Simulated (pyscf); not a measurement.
O=SiH₂ (SMILES O=[SiH2]) + HO–SiH₃ (SMILES O[SiH3]) → HO–SiH₂–O–SiH₃ (SMILES O[SiH2]O[SiH3]), an addition across a multiple bond or ene-type step (singlet surface; H–Si broken, O–Si, H–Si formed). Single points on ωB97X-D3(BJ)/def2-SVP structures (PySCF, gas phase). MP2 and CC: frozen core, UHF for open shells. ΔMP2 is the change of the MP2 total energy from the triple- to the quadruple-zeta basis. Energies in kcal/mol from the separated reactants.

Small-basis levels: PySCF, no dispersion term, spherical d functions. 

**Question.** Quick B3LYP/6-31G* single points give ΔE‡ = -8.3 kcal/mol and ΔE = -71.2 kcal/mol. What does CCSD(T)/def2-TZVPP + ΔMP2(QZVPP) give, and how far is the quick result from it?

**Answer.** CCSD(T)/def2-TZVPP + ΔMP2(QZVPP) gives ΔE‡ = -12.2 kcal/mol and ΔE = -75.8 kcal/mol. B3LYP/6-31G* lies 3.9 kcal/mol over it in the barrier and 4.6 kcal/mol over it in the reaction energy, so on this step it does not hold to within 3.0 kcal/mol. CCSD(T)/def2-TZVPP + ΔMP2(QZVPP) has limits of its own. On the reactant side the descent ends in a bound adduct, 17.1 kcal/mol under the separated species and 0.2 kcal/mol under the saddle at ωB97X-D3(BJ)/def2-TZVP. At CCSD(T) the saddle lies under the separated reactants, which points to a path from their complex (located at ωB97X-D3(BJ) alone). At the saddle there is also a short Si–Si contact that neither side keeps. At ωB97X-D3(BJ)/def2-TZVP the barrier from the zero used here is -16.9 kcal/mol. Another saddle between the same species, by other bonds, lies lower (-18.6 kcal/mol against -13.7 kcal/mol at ωB97M-D3(BJ)/def2-TZVP). The CCSD(T) − MP2 part came from Ansatz, without density fitting, on the same reference.
